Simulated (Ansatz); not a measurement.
A nudged elastic band was laid between two geometries of ClH + H6N2Si (11 atoms, charge 0, multiplicity 1).

These are results of RKS CAM-B3LYP/6-31G* (Ansatz 0.2.0), not measurements.

| Quantity | Value |
| --- | --- |
| movable images | 5 |
| climbing image | yes |
| spring | 5.0 eV/Å² |
| optimiser | quadratic models (default) |
| start path | through a guess of the saddle point |
| force threshold | 0.05 eV/Å |
| iteration limit | 60 |
| end points | relaxed |

First end point:

```xyz
11
Properties=species:S:1:pos:R:3
Si 0.180 0.134 -0.397
H -0.276 0.524 0.980
N 1.851 -0.189 -0.598
H 2.312 -0.946 -0.111
H 2.494 0.534 -0.886
H -0.063 1.319 -1.262
N -0.715 -1.296 -0.693
H -1.578 -1.497 -0.208
H -0.643 -1.794 -1.570
Cl -2.745 -0.780 2.373
H -1.688 -0.139 1.991
```

Last end point:

```xyz
11
Properties=species:S:1:pos:R:3
Si -0.506 -0.066 -0.848
H 0.415 0.218 2.776
N 1.064 -0.044 -0.188
H 1.342 -0.714 0.518
H 1.589 0.817 -0.126
H -0.527 1.005 -1.867
N -0.865 -1.669 -1.307
H -1.812 -2.016 -1.337
H -0.230 -2.197 -1.890
Cl -2.068 0.438 0.445
H 0.728 0.098 3.443
```

Problem. What changes between the two ends?

Solution. Bonds broken: Si1–H2, Cl10–H11. Bonds formed: Si1–Cl10, H2–H11. ClH + H6N2Si becomes ClH5N2Si + H2.

Problem. What energy profile does the band end with?

Solution. It converged. The highest image is number 3 of 0 to 6, 129.4 kJ/mol above the first end and 224.2 kJ/mol above the last; the last end lies 94.8 kJ/mol below the first. Neighbouring images differ by up to 1.6 eV, so the band resolves the path poorly. A vibrational analysis at the climbing image gives one clearly imaginary mode, 602i cm⁻¹: a first-order saddle point. The orbitals stay closed-shell, which can raise the energy where a bond breaks towards radicals; this wasn't checked here.

```json
{"image": "0", "path coordinate (Å)": "0.00", "energy (kJ/mol)": "0.0", "Si1–H2 (Å)": "1.50", "Cl10–H11 (Å)": "1.29", "Si1–Cl10 (Å)": "4.13"}
{"image": "1", "path coordinate (Å)": "1.07", "energy (kJ/mol)": "1.3", "Si1–H2 (Å)": "1.50", "Cl10–H11 (Å)": "1.29", "Si1–Cl10 (Å)": "3.98"}
{"image": "2", "path coordinate (Å)": "2.14", "energy (kJ/mol)": "21.7", "Si1–H2 (Å)": "1.51", "Cl10–H11 (Å)": "1.31", "Si1–Cl10 (Å)": "3.32"}
{"image": "3", "path coordinate (Å)": "3.21", "energy (kJ/mol)": "129.4", "Si1–H2 (Å)": "1.76", "Cl10–H11 (Å)": "1.84", "Si1–Cl10 (Å)": "2.73"}
{"image": "4", "path coordinate (Å)": "4.71", "energy (kJ/mol)": "-21.3", "Si1–H2 (Å)": "2.68", "Cl10–H11 (Å)": "2.32", "Si1–Cl10 (Å)": "2.17"}
{"image": "5", "path coordinate (Å)": "6.20", "energy (kJ/mol)": "-91.4", "Si1–H2 (Å)": "3.81", "Cl10–H11 (Å)": "2.77", "Si1–Cl10 (Å)": "2.10"}
{"image": "6", "path coordinate (Å)": "7.69", "energy (kJ/mol)": "-94.8", "Si1–H2 (Å)": "3.75", "Cl10–H11 (Å)": "4.11", "Si1–Cl10 (Å)": "2.09"}
```

Problem. What is the geometry of the highest image?

Solution. 
```xyz
11
Properties=species:S:1:pos:R:3
Si -0.141 -0.029 -0.223
H 0.108 0.086 1.520
N 1.531 -0.110 -0.548
H 2.107 -0.918 -0.355
H 2.078 0.730 -0.676
H -0.540 1.327 -0.588
N -0.780 -1.526 -0.631
H -1.726 -1.785 -0.390
H -0.260 -2.192 -1.185
Cl -2.515 0.167 1.112
H -0.733 0.118 1.580
```

The run took 5.7 min on 2 threads of Arm Neoverse V1, on a shared host, peak memory 0.2 GiB.
